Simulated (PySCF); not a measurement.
## From computed data to an observable: chemical shift, span and skew from a shielding tensor

CH4BFSe, SMILES CB(F)[SeH]. Atoms are numbered in the order given.

```xyz
8

B     -0.1244    -0.9339     0.0000
F     -1.3881    -1.3913     0.0000
C      1.0628    -1.9589     0.0000
H      0.9731    -2.6231    -0.8870
H      2.0716    -1.5074     0.0000
H      0.9731    -2.6231     0.8870
Se     0.0354     1.0203     0.0000
H      1.5182     1.0084     0.0000
```
Charge 0, spin multiplicity 1.

Coordinates come from a PBE-D3(BJ)/def2-SVP optimisation. The structure was generated by enumeration, and PubChem lists no compound with its InChIKey, so it may never have been made. Other conformers were not sampled.

GIAO shieldings from PySCF with PBE/pcSseg-1, non-relativistic, no solvent. The symmetric part of the tensor of C3 has the principal values 154.0, 159.0, 187.4 ppm. The same nucleus in TMS has σ = 182.0 ppm at this level (PySCF, at its B3LYP-D3(BJ)/def2-TZVP geometry).

Q: Work out the isotropic shielding, the ¹³C shift against TMS, the span and the skew.

A: 
σ(iso) = (σ11 + σ22 + σ33)/3 = 166.8 ppm. δ = σ(ref) − σ(iso) = 182.0 − (166.8) = 15.2 ppm.
Span Ω = σ33 − σ11 = 33.4 ppm. Skew κ = 3(σ(iso) − σ22)/Ω = 0.70. Tumbling in solution averages the tensor to δ; in a static solid the shielding alone would spread this spin-1/2 line over Ω.
